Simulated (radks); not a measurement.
Results of a calculation; reference values are marked as such.
Species: the tin ion Sn3+. Configuration: [Kr] 4d8 5s1 5p2 (not the ground configuration).

Code: a radial shooting solver on a logarithmic mesh with Libxc functionals. Model: scalar-relativistic Kohn-Sham, PBE, spin-unpolarised, spherical densities, finite nucleus; Fermi nuclear charge, rms radius 4.6519 fm.

Energy parts (eV):
part                       energy
total                 -167968.991
kinetic                175372.377
electron-nucleus      -404090.112
Hartree                 65185.313
exchange-correlation    -4436.569

Orbitals (lengths in bohr, moments of r in powers of bohr; <r^-3> diverges for s and p1/2; r(max) is where P^2 peaks):
\begin{tabular}{lrrrrrr}
orbital & occ. & eigenvalue (eV) & <1/r> & <r^-3> & <r^4> & r(max) \\ \hline
1s & 2 & -29059.88 & 53.08 & - & 3.406e-06 & 0.01878 \\
2s & 2 & -4427.965 & 12.11 & - & 0.0005924 & 0.1061 \\
2p & 6 & -3980.008 & 11.65 & 4696 & 0.0004262 & 0.08495 \\
3s & 2 & -892.5338 & 4.303 & - & 0.02641 & 0.3075 \\
3p & 6 & -746.1402 & 4.097 & 870.2 & 0.02794 & 0.3009 \\
3d & 10 & -520.8833 & 3.867 & 119.7 & 0.02539 & 0.2510 \\
4s & 2 & -178.7703 & 1.713 & - & 0.8104 & 0.7427 \\
4p & 6 & -133.9068 & 1.565 & 162.3 & 1.136 & 0.7833 \\
4d & 8 & -68.0844 & 1.286 & 16.36 & 2.609 & 0.8677 \\
5s & 1 & -41.5722 & 0.6537 & - & 28.76 & 1.808 \\
5p & 2 & -31.2135 & 0.5608 & 22.34 & 51.73 & 2.066 \\
6s & 0 & -16.4540 & 0.3146 & - & 504.0 & 4.007 \\
4f & 0 & -12.9334 & 0.4718 & 0.3623 & 184.7 & 2.316 \\
\end{tabular}

The highest occupied level is 5p at -31.213 eV. The electron density at the nucleus is 1.966e+05 e/bohr^3 (large components only). Summed over all electrons, <r^2> = 35.25 bohr^2, which gives a Langevin (diamagnetic) susceptibility term of -27.9 x 10^-6 cm^3/mol. The density falls to 0.001 e/bohr^3 at r = 3.81 bohr.
